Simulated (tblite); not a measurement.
Species: C₆H₁₄ClFSi.
Cartesian coordinates in Å at the GFN2-xTB level; atoms count from 1:
```xyz
23
C6H14ClFSi angstrom
C      2.040   -0.935   -1.291
C      1.100    0.031   -0.564
C     -0.156   -0.741   -0.151
C     -1.224    0.063    0.592
C     -1.657    1.326   -0.140
C     -2.425   -0.818    0.926
F     -0.664    0.463    1.817
Si     1.974    0.870    0.922
Cl     3.848    1.367    0.316
H      1.534   -1.395   -2.140
H      2.919   -0.414   -1.661
H      2.371   -1.729   -0.625
H      0.806    0.799   -1.287
H      0.142   -1.568    0.498
H     -0.625   -1.173   -1.040
H     -1.983    1.077   -1.146
H     -0.834    2.032   -0.196
H     -2.478    1.800    0.392
H     -2.102   -1.712    1.453
H     -2.939   -1.109    0.014
H     -3.118   -0.274    1.564
H      1.347    2.132    1.294
H      2.119   -0.066    2.030
```

Method: GFN2-xTB as coded in tblite; computed harmonic values from a numerical Hessian at the method's own geometry, unscaled. Against measured fundamentals such values can be off by several per cent, at times by over 20. Modes of hydrogen on silicon can be 10 to 20 % off. One conformer, not necessarily the lowest.

Harmonic wavenumbers (cm⁻¹): 42.6, 84.9, 97.5, 130.3, 140.5, 178.3, 207.5, 224.3, 227.6, 288.1, 319.6, 336.2, 360.8, 404.8, 450.4, 484.2, 511.6, 539.8, 636.2, 662.4, 737.5, 753.6, 787.8, 872.7, 923.6, 952.8, 956.3, 1004.0, 1005.6, 1026.7, 1085.4, 1107.3, 1146.8, 1195.2, 1223.3, 1260.6, 1290.2, 1304.8, 1354.5, 1393.6, 1407.1, 1422.9, 1468.9, 1481.0, 1481.7, 1487.2, 1500.6, 1506.0, 1510.8, 2294.2, 2304.9, 2926.1, 2957.4, 2974.0, 3004.1, 3022.9, 3038.2, 3043.1, 3045.8, 3047.0, 3050.7, 3055.1, 3063.3.

A = 2193, B = 593.1, C = 530.8 MHz; mass 168.054 u (most abundant isotopes); point group C1, symmetry number 1.

Zero-point energy?

½Σν̃ = 40901 cm⁻¹ = 116.94 kcal/mol.

Give the ideal-gas entropy at 500 K and 1 bar in the rigid-rotor, harmonic-oscillator model (classical rotation).

Translation 43.86, rotation 32.06, vibration 63.73: S = 139.7 cal/(mol K).

And Cp and H(500 K) − H(0)?

Cp = 69.03 cal/(mol K), of which vibrations give 61.08 (their classical limit is 63 R = 125.2); H(500 K) − H(0) = 20.33 kcal/mol without the zero-point energy, 16.35 from vibrations.

What must be added to the electronic energy to get the Gibbs energy at 500 K and 1 bar?

ZPE + [H(500 K) − H(0)] − T·S = 116.94 + 20.33 − 69.83 = 67.44 kcal/mol.

How do the functions run with temperature in this model?

```csv
T (K),S (cal/(mol K)),Cp (cal/(mol K)),H − H(0) (kcal/mol),G − H(0) (kcal/mol),ln q(vib)
50,61.0,14.1,0.51,-2.54,0.55
100,73.4,22.4,1.43,-5.91,1.98
298.15,109.7,47.6,8.46,-24.26,8.80
373.15,121.4,56.2,12.36,-32.93,11.37
750,171.4,87.4,40.04,-88.49,23.55
1000,198.3,99.6,63.51,-134.79,30.85
```

q(vib) and H(0) count from the zero-point level.

Hindered rotation and anharmonicity are outside this model. Other conformers, if any are populated, would add a mixing term that is left out. The structure is chiral; the term R ln 2 for an equal mix with its mirror image is left out.

The run took 1.2 s of wall time on Arm Neoverse V1, one thread, no GPU, shared host with 32 logical CPUs at a one-minute load of 4.7. The figure is for the frequency step alone.
